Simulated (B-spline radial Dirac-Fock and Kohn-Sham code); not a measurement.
## Sr 4s: cross section and angular parameters

System: atomic strontium, configuration 1s2 2s2 2p6 3s2 3p6 3d10 4s2 4p6 5s2; threshold 45.69 eV (orbital energy of the model). Method: Dirac-Hartree-Slater photoionisation with a Latter tail; cross sections with all multipoles, angular parameters from the dipole term and its interference with E2. Computed with a radial B-spline solver.

| hν (eV) | σ (kb) | β | γ |
| --- | --- | --- | --- |
| 64.5 | 206 | 1.970 | -0.110 |
| 65.8 | ? | ? | ? |
| 74.2 | 217 | 1.978 | -0.011 |
| 98.8 | 199 | 1.987 | 0.125 |
| 100 | 197 | 1.987 | 0.129 |
| 150 | 137 | 1.992 | 0.229 |
| 197 | 98.4 | 1.994 | 0.258 |
| 300 | 54.7 | 1.995 | 0.251 |
| 305 | 53.4 | 1.995 | 0.249 |
| 423 | 32.6 | 1.996 | 0.208 |
| 526 | 23.1 | 1.996 | 0.165 |
| 558 | 21.0 | 1.996 | 0.152 |
| 599 | 18.7 | 1.996 | 0.136 |
| 684 | 15.1 | 1.997 | 0.104 |
| 754 | 12.8 | 1.997 | 0.080 |
| 795 | 11.8 | 1.997 | 0.066 |
| 1110 | 6.66 | 1.997 | -0.014 |
| 1150 | 6.26 | 1.997 | -0.021 |
| 2370 | 1.67 | 1.998 | -0.060 |
| 2440 | 1.58 | 1.998 | -0.055 |
| 2990 | 1.06 | 1.998 | -0.003 |
| 3200 | 0.927 | 1.998 | 0.021 |
| 5210 | 0.341 | 1.998 | 0.316 |
| 5414.7 | 0.314 | 1.998 | 0.348 |
| 6000 | 0.252 | 1.998 | 0.440 |
| 8047.8 | 0.132 | 1.997 | 0.753 |
| 9251.7 | 0.0967 | 1.997 | 0.928 |
| 9570 | 0.0896 | 1.997 | 0.973 |
| 13100 | 0.0431 | 1.997 | 1.439 |
| 15000 | 0.0311 | 1.996 | 1.664 |

**Question.** Give the values at 65.8 eV.

**Answer.** σ = 208 kb, β = 1.971, γ = -0.095. For an s subshell δ is negligible.
